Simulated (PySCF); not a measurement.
Correlation energy of Sc (scandium, neutral)

[Ar] 3d1 4s1 4p1, one real determinant (an excited configuration). Calculation: PySCF 2.14, in aug-cc-pVDZ; no relativity, point nucleus. Frozen: [Ar]; 3 electrons correlated.

| level | correlation energy (mhartree) |
| --- | --- |
| CCSD | -8.51 |
| (T) | -0.11 |
| CCSD(T) | -8.62 |

Diagnostics: T1 = 0.014, D1 = 0.0300, largest double amplitude 0.059.

**Question.** Is a single reference adequate?

**Answer.** Yes: T1 lies below 0.03 and no double amplitude reaches 0.07.

The reference is one real determinant that mixes LS terms of this configuration.
